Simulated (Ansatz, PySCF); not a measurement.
C3H2, SMILES [C]([CH2])[C] (connectivity only; charge and spin as stated), neutral, multiplicity 1. Atoms are numbered in the order given.

```xyz
5

C     -1.1176    -0.0195     0.0000
C      0.2014    -0.0059     0.0000
H     -1.6867    -0.0254     0.9276
H     -1.6867    -0.0254    -0.9276
C      1.4829     0.0074     0.0000
```
Charge 0, spin multiplicity 1.

The structure is a stationary point at PBE0-D3(BJ)/def2-TZVP.

Two levels are set side by side: PBE-D3(BJ)/def2-TZVP (Ansatz, a first-principles code) and PBE0-D3(BJ)/def2-TZVP (Ansatz). Each level has its own optimised geometry; the coordinates shown are those of the second. Frequencies come from the Hessian of PySCF at each geometry. Differences are taken from unrounded values.

```json
[
 {"quantity": "mean bond length (Å)", "PBE0-D3(BJ)": "1.194", "PBE-D3(BJ)": "1.204", "PBE-D3(BJ) minus PBE0-D3(BJ)": "0.010"},
 {"quantity": "bond C1–C2 (Å)", "PBE0-D3(BJ)": "1.319", "PBE-D3(BJ)": "1.330", "PBE-D3(BJ) minus PBE0-D3(BJ)": "0.011"},
 {"quantity": "bond C2–C5 (Å)", "PBE0-D3(BJ)": "1.282", "PBE-D3(BJ)": "1.292", "PBE-D3(BJ) minus PBE0-D3(BJ)": "0.011"},
 {"quantity": "bond C1–H3 (Å)", "PBE0-D3(BJ)": "1.088", "PBE-D3(BJ)": "1.097", "PBE-D3(BJ) minus PBE0-D3(BJ)": "0.008"},
 {"quantity": "bond C1–H4 (Å)", "PBE0-D3(BJ)": "1.088", "PBE-D3(BJ)": "1.097", "PBE-D3(BJ) minus PBE0-D3(BJ)": "0.008"},
 {"quantity": "highest harmonic wavenumber (cm⁻¹)", "PBE0-D3(BJ)": "3199", "PBE-D3(BJ)": "3097", "PBE-D3(BJ) minus PBE0-D3(BJ)": "-102"},
 {"quantity": "mean harmonic wavenumber (cm⁻¹)", "PBE0-D3(BJ)": "1516", "PBE-D3(BJ)": "1461", "PBE-D3(BJ) minus PBE0-D3(BJ)": "-54"},
 {"quantity": "zero-point energy (kcal/mol)", "PBE0-D3(BJ)": "19.50", "PBE-D3(BJ)": "18.80", "PBE-D3(BJ) minus PBE0-D3(BJ)": "-0.70"}
]
```

GGA bonds tend to be longer and softer than those of functionals with exact exchange. Differences between two approximate levels are no errors against the true value.
